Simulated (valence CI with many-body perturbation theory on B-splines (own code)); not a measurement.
# Gd XV: M1 decay

Calculated by valence CI with perturbative core correlation (CI+MBPT): four valence electrons over a frozen Dirac-Fock core [Kr] 4d10, radial functions for each j: 7 s, 7 p, 7 d, 7 f, 4 g, 2 h, with the one-electron correlation potential Σ1, the two-electron term Σ2, the three-electron term Σ3, Breit, model QED; selected CI, second order for the rest, scaled by the run's own slope (own B-spline code, finite nucleus).

No measured levels were compared; by estimate terms of the open shell hold to a few per cent of their energy, and close levels can change places; configurations with another count of f electrons can be misplaced by thousands of cm⁻¹.

Lines 51 to 100 of 119 in falling wavelength, among levels below 149690 cm⁻¹, chosen from the decays that carry over 1 % of a level's rate. Wavelengths and rates use the calculated energies, so an error of 2000 cm⁻¹ moves a line at 936.0 nm by 19 % and its rate by three times that or more. S is in atomic units (e²a₀⁴ for E2 and M2, e²a₀⁶ for E3), for M1 in squared Bohr magnetons. Weak lines are less certain than strong ones. Lines between different terms over intervals too small for the method are left out, as are lines whose strength nearly cancels. Where a level lies close to another of its J and parity, the split of strength between their lines is uncertain.

Names give the largest LS component (configuration and term), which can be under half, so a name can repeat, a term be missing and a line seem to break the LS rules; names also repeat where a configuration has a term twice. Letters in brackets count levels of one name in rising energy.

| λ vac (nm) | Upper | Lower | Type | A (s⁻¹) | S (a.u.) |
| --- | --- | --- | --- | --- | --- |
| 936.0 | 4f3.5s 5G°_4 | 4f3.5s 5F°_3 | M1 | 6.31e-01 | 1.73e-01 |
| 931.2 | 4f3.5s 3I°_5 [a] | 4f3.5s 5I°_6 | M1 | 1.01e+00 | 3.34e-01 |
| 918.7 | 4f3.5s 3F°_2 [a] | 4f3.5s 5S°_2 | M1 | 1.16e+00 | 1.66e-01 |
| 907.5 | 4f3.5s 3H°_4 [a] | 4f3.5s 3I°_5 [a] | M1 | 1.00e+00 | 2.51e-01 |
| 906.4 | 4f3.5s 3H°_6 | 4f3.5s 3I°_6 [a] | M1 | 1.01e+00 | 3.64e-01 |
| 885.2 | 4f3.5s 3F°_4 [a] | 4f3.5s 3H°_5 [a] | M1 | 1.70e+00 | 3.94e-01 |
| 860.6 | 4f3.5s 3K°_7 | 4f3.5s 3I°_7 [a] | M1 | 3.29e-01 | 1.17e-01 |
| 850.0 | 4f3.5s 3G°_3 [a] | 4f3.5s 5F°_3 | M1 | 1.13e+00 | 1.80e-01 |
| 833.1 | 4f3.5s 1H°_5 [a] | 4f3.5s 3H°_4 [a] | M1 | 1.32e+00 | 3.12e-01 |
| 828.7 | 4f3.5s 3G°_4 [a] | 4f3.5s 3H°_4 [a] | M1 | 5.08e+00 | 9.64e-01 |
| 807.6 | 4f3.5s 3F°_2 [a] | 4f3.5s 5F°_3 | M1 | 1.43e+00 | 1.40e-01 |
| 792.2 | 4f3.5s 5G°_5 | 4f3.5s 5F°_5 | M1 | 1.20e+00 | 2.44e-01 |
| 767.2 | 4f3.5s 3I°_6 [a] | 4f3.5s 5I°_7 | M1 | 1.69e+00 | 3.68e-01 |
| 759.4 | 4f3.5s 5G°_5 | 4f3.5s 5F°_4 | M1 | 1.56e-01 | 2.79e-02 |
| 748.0 | 4f3.5s 3S°_1 | 4f3.5s 5S°_2 | M1 | 1.48e+00 | 6.90e-02 |
| 745.0 | 4f3.5s 1H°_5 [a] | 4f3.5s 5F°_5 | M1 | 2.94e+00 | 4.96e-01 |
| 725.4 | 4f3.5s 3G°_3 [a] | 4f3.5s 5F°_2 | M1 | 1.20e+00 | 1.18e-01 |
| 715.9 | 4f3.5s 1H°_5 [a] | 4f3.5s 5F°_4 | M1 | 5.71e+00 | 8.55e-01 |
| 714.3 | 4f3.5s 3H°_5 [a] | 4f3.5s 3I°_5 [a] | M1 | 1.02e+00 | 1.51e-01 |
| 712.7 | 4f3.5s 3G°_4 [a] | 4f3.5s 5F°_4 | M1 | 8.04e-01 | 9.70e-02 |
| 703.9 | 4f3.5s 3F°_3 [a] | 4f3.5s 3H°_4 [a] | M1 | 8.05e-01 | 7.29e-02 |
| 700.4 | 4f3.5s 3F°_4 [a] | 4f3.5s 3H°_4 [a] | M1 | 2.13e+00 | 2.44e-01 |
| 694.3 | 4f3.5s 3F°_2 [a] | 4f3.5s 5F°_2 | M1 | 1.54e-01 | 9.53e-03 |
| 675.5 | 4f3.5s 3I°_7 [a] | 4f3.5s 5I°_8 | M1 | 1.73e+00 | 2.97e-01 |
| 652.2 | 4f3.5s 3G°_4 [a] | 4f3.5s 5F°_3 | M1 | 3.62e+00 | 3.35e-01 |
| 632.0 | 4f3.5s 3F°_2 [a] | 4f3.5s 5F°_1 | M1 | 2.60e+00 | 1.21e-01 |
| 625.9 | 4f3.5s 3F°_3 [a] | 4f3.5s 5S°_2 | M1 | 2.32e-01 | 1.47e-02 |
| 621.9 | 4f3.5s 3K°_6 | 4f3.5s 3I°_6 [a] | M1 | 2.16e+00 | 2.51e-01 |
| 618.4 | 4f3.5s 3F°_3 [a] | 4f3.5s 5F°_4 | M1 | 2.86e-01 | 1.75e-02 |
| 615.7 | 4f3.5s 3F°_4 [a] | 4f3.5s 5F°_4 | M1 | 5.31e+00 | 4.14e-01 |
| 596.3 | 4f3.5s 1H°_5 [a] | 4f3.5s 3I°_6 [a] | M1 | 6.15e+00 | 5.32e-01 |
| 592.2 | 4f3.5s 3S°_1 | 4f3.5s 5F°_2 | M1 | 2.56e+00 | 5.91e-02 |
| 582.8 | 4f3.5s 3I°_5 [a] | 4f3.5s 5I°_4 | M1 | 7.79e+00 | 6.29e-01 |
| 572.3 | 4f3.5s 3F°_3 [a] | 4f3.5s 5F°_3 | M1 | 1.67e+00 | 8.11e-02 |
| 570.0 | 4f3.5s 3F°_4 [a] | 4f3.5s 5F°_3 | M1 | 6.10e-01 | 3.77e-02 |
| 546.2 | 4f3.5s 3S°_1 | 4f3.5s 5F°_1 | M1 | 3.74e+00 | 6.78e-02 |
| 513.0 | 4f3.5s 3F°_3 [a] | 4f3.5s 5F°_2 | M1 | 2.67e+00 | 9.36e-02 |
| 491.7 | 4f3.5s 5F°_5 | 4f3.5s 5I°_6 | M1 | 2.84e+00 | 1.38e-01 |
| 486.0 | 4f3.5s 3I°_6 [a] | 4f3.5s 5I°_5 | M1 | 1.50e+00 | 8.30e-02 |
| 447.7 | 4f3.5s 3K°_6 | 4f3.5s 3I°_5 [a] | M1 | 5.54e+00 | 2.40e-01 |
| 436.5 | 4f3.5s 3I°_7 [a] | 4f3.5s 5I°_6 | M1 | 1.50e-01 | 6.94e-03 |
| 434.4 | 4f3.5s 1H°_5 [a] | 4f3.5s 3I°_5 [a] | M1 | 4.57e+00 | 1.53e-01 |
| 427.8 | 4f3.5s 5F°_4 | 4f3.5s 5I°_5 | M1 | 2.20e+00 | 5.74e-02 |
| 418.1 | 4f3.5s 5F°_5 | 4f3.5s 5I°_5 | M1 | 3.99e+00 | 1.19e-01 |
| 415.5 | 4f3.5s 3H°_6 | 4f3.5s 5I°_7 | M1 | 7.82e+00 | 2.70e-01 |
| 404.2 | 4f3.5s 3H°_5 [a] | 4f3.5s 5I°_6 | M1 | 6.89e+00 | 1.86e-01 |
| 401.5 | 4f3.5s 5F°_3 | 4f3.5s 5I°_4 | M1 | 1.73e-02 | 2.90e-04 |
| 395.3 | 4f3.5s 3F°_4 [a] | 4f3.5s 3I°_5 [a] | M1 | 9.88e-01 | 2.04e-02 |
| 394.6 | 4f3.5s 3H°_4 [a] | 4f3.5s 5I°_5 | M1 | 6.30e+00 | 1.29e-01 |
| 381.5 | 4f3.5s 5F°_4 | 4f3.5s 5I°_4 | M1 | 6.68e+00 | 1.24e-01 |
